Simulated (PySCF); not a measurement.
F₆Pt (SMILES [F][Pt]([F])([F])([F])([F])[F]), triplet, geometry from GFN2-xTB (such geometries of metal compounds can be far from the true shape) (core potentials on Pt); WB97X/def2-SVP (PySCF).

Input for PySCF:
```python
from pyscf import gto, scf, dft

mol = gto.Mole()
mol.atom = '''
    Pt    0.000000   -0.000000   -0.000000
    F    -0.775258    1.687503   -0.268959
    F     1.514414    0.815312    0.750230
    F     0.791552    0.092892   -1.698777
    F    -0.791552   -0.092892    1.698777
    F    -1.514414   -0.815312   -0.750230
    F     0.775258   -1.687503    0.268959
'''
mol.basis = 'def2-svp'
mol.ecp = {'Pt': 'def2-svp'}
mol.charge = 0
mol.spin = 2
mol.verbose = 4
mol.build()

mf = dft.UKS(mol)
mf.xc = 'wb97x'
mf.kernel()
```

It wrote (shortened):

```
PySCF version 2.14.0

[INPUT] verbose = 4
[INPUT] num. atoms = 7
[INPUT] num. electrons = 72
[INPUT] charge = 0
[INPUT] spin (= nelec alpha-beta = 2S) = 2
[INPUT] symmetry False subgroup None
[INPUT] Mole.unit = angstrom
[INPUT] Symbol           X                Y                Z      unit          X                Y                Z       unit  Magmom
[INPUT]  1 Pt     0.000000000000   0.000000000000   0.000000000000 AA    0.000000000000   0.000000000000   0.000000000000 Bohr   0.0
[INPUT]  2 F     -0.775258000000   1.687503000000  -0.268959000000 AA   -1.465025295878   3.188918504382  -0.508258848737 Bohr   0.0
[INPUT]  3 F      1.514414000000   0.815312000000   0.750230000000 AA    2.861827699207   1.540716386071   1.417729230432 Bohr   0.0
[INPUT]  4 F      0.791552000000   0.092892000000  -1.698777000000 AA    1.495816493352   0.175540439163  -3.210223276710 Bohr   0.0
[INPUT]  5 F     -0.791552000000  -0.092892000000   1.698777000000 AA   -1.495816493352  -0.175540439163   3.210223276710 Bohr   0.0
[INPUT]  6 F     -1.514414000000  -0.815312000000  -0.750230000000 AA   -2.861827699207  -1.540716386071  -1.417729230432 Bohr   0.0
[INPUT]  7 F      0.775258000000  -1.687503000000   0.268959000000 AA    1.465025295878  -3.188918504382   0.508258848737 Bohr   0.0

nuclear repulsion = 502.207748297796
number of shells = 48
number of NR pGTOs = 201
number of NR cGTOs = 116
basis = def2-svp
ecp = {'Pt': 'def2-svp'}

******** <class 'pyscf.dft.uks.UKS'> ********
method = UKS
initial guess = minao
damping factor = 0
level_shift factor = 0
DIIS = <class 'pyscf.scf.diis.CDIIS'>
diis_start_cycle = 1
diis_space = 8
diis_damp = 0
SCF conv_tol = 1e-09
SCF conv_tol_grad = None
SCF max_cycles = 50
direct_scf = True
direct_scf_tol = 1e-13
number electrons alpha = 37  beta = 35
XC library pyscf.dft.libxc version 7.1.2
    S. Lehtola, C. Steigemann, M. J. T. Oliveira, and M. A. L. Marques,  SoftwareX 7, 1–5 (2018)
XC functionals = wb97x
    J.-D. Chai and M. Head-Gordon,  J. Chem. Phys. 128, 084106 (2008)
radial grids:
    Treutler-Ahlrichs [JCP 102, 346 (1995); DOI:10.1063/1.469408] (M4) radial grids

becke partition: Becke, JCP 88, 2547 (1988); DOI:10.1063/1.454033
pruning grids: <function nwchem_prune>
grids dens level: 3
symmetrized grids: False
atomic radii adjust function: <function treutler_atomic_radii_adjust>
small_rho_cutoff = 0
Set gradient conv threshold to 3.16228e-05
tot grids = 109880
init E= -705.713516016554

cycle= 1 E= -717.460188460058  delta_E= -11.7  |g|= 0.606  |ddm|= 5.81
cycle= 2 E= -717.442576707062  delta_E= 0.0176  |g|= 0.634  |ddm|= 0.739
cycle= 3 E= -717.556654157982  delta_E= -0.114  |g|= 0.21  |ddm|= 0.484
cycle= 4 E= -717.572733174747  delta_E= -0.0161  |g|= 0.0232  |ddm|= 0.192
cycle= 5 E= -717.57318908099  delta_E= -0.000456  |g|= 0.0188  |ddm|= 0.0409
cycle= 6 E= -717.57334076275  delta_E= -0.000152  |g|= 0.00577  |ddm|= 0.0153
cycle= 7 E= -717.573422611284  delta_E= -8.18e-05  |g|= 0.0034  |ddm|= 0.0177
cycle= 8 E= -717.573453912147  delta_E= -3.13e-05  |g|= 0.00218  |ddm|= 0.012
cycle= 9 E= -717.573463451736  delta_E= -9.54e-06  |g|= 0.00107  |ddm|= 0.00644
cycle= 10 E= -717.573467790645  delta_E= -4.34e-06  |g|= 0.000577  |ddm|= 0.00504
cycle= 11 E= -717.573470443607  delta_E= -2.65e-06  |g|= 0.000383  |ddm|= 0.00438
cycle= 12 E= -717.573472336008  delta_E= -1.89e-06  |g|= 0.000353  |ddm|= 0.00392
cycle= 13 E= -717.573473285011  delta_E= -9.49e-07  |g|= 0.000336  |ddm|= 0.00208
cycle= 14 E= -717.573474377927  delta_E= -1.09e-06  |g|= 0.000333  |ddm|= 0.00238
cycle= 15 E= -717.573476325226  delta_E= -1.95e-06  |g|= 0.000332  |ddm|= 0.00425
cycle= 16 E= -717.573479277607  delta_E= -2.95e-06  |g|= 0.000331  |ddm|= 0.00645
cycle= 17 E= -717.57348344732  delta_E= -4.17e-06  |g|= 0.00033  |ddm|= 0.00914
cycle= 18 E= -717.573498996258  delta_E= -1.55e-05  |g|= 0.000333  |ddm|= 0.0345
cycle= 19 E= -717.573501565013  delta_E= -2.57e-06  |g|= 0.000324  |ddm|= 0.00576
cycle= 20 E= -717.573513383613  delta_E= -1.18e-05  |g|= 0.000328  |ddm|= 0.027
cycle= 21 E= -717.573528143034  delta_E= -1.48e-05  |g|= 0.000332  |ddm|= 0.0346
cycle= 22 E= -717.573523554199  delta_E= 4.59e-06  |g|= 0.000406  |ddm|= 0.011
cycle= 23 E= -717.573569204213  delta_E= -4.57e-05  |g|= 0.00152  |ddm|= 0.12
cycle= 24 E= -717.573565271907  delta_E= 3.93e-06  |g|= 0.000735  |ddm|= 0.0147
cycle= 25 E= -717.573586738492  delta_E= -2.15e-05  |g|= 0.00201  |ddm|= 0.069
cycle= 26 E= -717.573558535681  delta_E= 2.82e-05  |g|= 0.00079  |ddm|= 0.088
cycle= 27 E= -717.573591121866  delta_E= -3.26e-05  |g|= 0.000254  |ddm|= 0.0906
cycle= 28 E= -717.573616878731  delta_E= -2.58e-05  |g|= 0.00207  |ddm|= 0.0983
cycle= 29 E= -717.573616671095  delta_E= 2.08e-07  |g|= 0.00126  |ddm|= 0.00907
cycle= 30 E= -717.57362488538  delta_E= -8.21e-06  |g|= 0.000347  |ddm|= 0.0258
cycle= 31 E= -717.573634130445  delta_E= -9.25e-06  |g|= 0.000431  |ddm|= 0.0397
cycle= 32 E= -717.573644647216  delta_E= -1.05e-05  |g|= 0.000766  |ddm|= 0.0497
cycle= 33 E= -717.573651845801  delta_E= -7.2e-06  |g|= 0.000227  |ddm|= 0.0411
cycle= 34 E= -717.57365528771  delta_E= -3.44e-06  |g|= 0.00104  |ddm|= 0.0262
cycle= 35 E= -717.573659263503  delta_E= -3.98e-06  |g|= 0.00228  |ddm|= 0.0772
cycle= 36 E= -717.573658835031  delta_E= 4.28e-07  |g|= 0.00158  |ddm|= 0.0441
cycle= 37 E= -717.573663382769  delta_E= -4.55e-06  |g|= 0.00104  |ddm|= 0.0597
cycle= 38 E= -717.57366416712  delta_E= -7.84e-07  |g|= 0.000216  |ddm|= 0.00571
cycle= 39 E= -717.573665052683  delta_E= -8.86e-07  |g|= 0.00027  |ddm|= 0.0123
cycle= 40 E= -717.573665225626  delta_E= -1.73e-07  |g|= 0.000251  |ddm|= 0.00255
cycle= 41 E= -717.573665846315  delta_E= -6.21e-07  |g|= 0.000184  |ddm|= 0.0195
cycle= 42 E= -717.573666230995  delta_E= -3.85e-07  |g|= 8.05e-05  |ddm|= 0.00772
cycle= 43 E= -717.573666448751  delta_E= -2.18e-07  |g|= 9.63e-05  |ddm|= 0.0111
cycle= 44 E= -717.573666726116  delta_E= -2.77e-07  |g|= 7.33e-05  |ddm|= 0.0163
cycle= 45 E= -717.573666795108  delta_E= -6.9e-08  |g|= 8.11e-05  |ddm|= 0.000714
cycle= 46 E= -717.573666916797  delta_E= -1.22e-07  |g|= 7.15e-05  |ddm|= 0.0019
cycle= 47 E= -717.573667092247  delta_E= -1.75e-07  |g|= 7.12e-05  |ddm|= 0.0018
cycle= 48 E= -717.573667299047  delta_E= -2.07e-07  |g|= 7.23e-05  |ddm|= 0.00218
cycle= 49 E= -717.573667846677  delta_E= -5.48e-07  |g|= 7.23e-05  |ddm|= 0.00679
cycle= 50 E= -717.573668555327  delta_E= -7.09e-07  |g|= 6.3e-05  |ddm|= 0.00911
SCF not converged.
SCF energy = -717.573668555327 after 50 cycles  <S^2> = 2.0046527  2S+1 = 3.0031002
```

Convergence was not reached.
